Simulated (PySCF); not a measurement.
A species of formula C3H7FSi has this rotational fingerprint, computed with PBE0-D3(BJ)/def2-SVP geometry optimisation, gas phase in PySCF:

```
Rotational constants : A = 8334, B = 2094, C = 1725 MHz
Dipole components    : |μa| = 0.11 D, |μb| = 1.09 D, |μc| = 0.01 D
Inertial defect      : -9.02 u·Å²
κ                    : -0.89
```

Question: Which candidate fits, each taken in the one conformer that was computed?
A. `C/C(F)=C\[SiH3]`
B. `F[C@@H]1C[C@H]1[SiH3]`
C. `[CH2:1]=[CH:2][C@H:3]([F:4])[SiH3:5]` with C1–C2–C3–F4 -142°
D. `C[Si@@H]1C[C@H]1F`

Answer: A. It is C/C(F)=C\[SiH3], an asymmetric top. The candidates at the same level (rigid rotor, commonest isotopes):

| SMILES | A (MHz) | B (MHz) | C (MHz) | μa (D) | μb (D) | μc (D) | Δ (u·Å²) | point group | rotor |
| --- | --- | --- | --- | --- | --- | --- | --- | --- | --- |
| F[C@@H]1C[C@H]1[SiH3] | 9508 | 2101 | 1898 | 0.63 | 0.79 | 0.24 | -27.54 | C1 | near-prolate asymmetric top |
| C/C(F)=C\[SiH3] | 8334 | 2094 | 1725 | 0.11 | 1.09 | 0.01 | -9.02 | near Cs | asymmetric top |
| C=C[C@H](F)[SiH3] | 5132 | 2801 | 1987 | 0.67 | 1.36 | 0.42 | -24.61 | C1 | asymmetric top |
| C[Si@@H]1C[C@H]1F | 8724 | 2312 | 2148 | 2.33 | 0.47 | 0.69 | -41.26 | C1 | near-prolate asymmetric top |

`F[C@@H]1C[C@H]1[SiH3]` has A 14 % too high; `C=C[C@H](F)[SiH3]` has A 38 % too low; `C[Si@@H]1C[C@H]1F` has C 25 % too high. No structure here is proved a minimum.
